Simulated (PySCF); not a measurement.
Se(Et)(OMe) (C3H8OSe), SMILES CC[Se]OC.

The structure is a stationary point at TPSSh-D3(BJ)/def2-SVP. Other conformers were not sampled.

Two levels are set side by side: TDA-PBE/def2-SVPD (PySCF) and TDA-B3LYP/def2-SVPD (PySCF). Vertical, same geometry. The lowest singlet is HOMO→LUMO 99 % with PBE and HOMO→LUMO 99 % with the other functional; states are paired by order. Differences are taken from unrounded values.

| quantity | TDA-PBE |
|---|---|
| lowest singlet excitation (eV) | 3.50 |
| lowest triplet excitation (TDA) (eV) | 2.75 |
| first bright state (f over 0.05) (eV) | 6.45 |
| its oscillator strength | 0.12 |

### Question
These are the TDA-PBE values. What does TDA-B3LYP give? (The exact figures need the calculation; the answer reports its results.)

### Answer

| quantity | TDA-B3LYP | TDA-PBE minus TDA-B3LYP |
|---|---|---|
| lowest singlet excitation (eV) | 3.64 | -0.14 |
| lowest triplet excitation (TDA) (eV) | 2.88 | -0.13 |
| first bright state (f over 0.05) (eV) | 5.60 | 0.86 |
| its oscillator strength | 0.06 | 0.06 |

Functionals without exact exchange tend to place singlet excitations lower, as here. Differences between two approximate levels are no errors against the true value.

Rough cost on one machine, each run with all the roots and properties that it gave: TDA-B3LYP against TDA-PBE about 2 times.
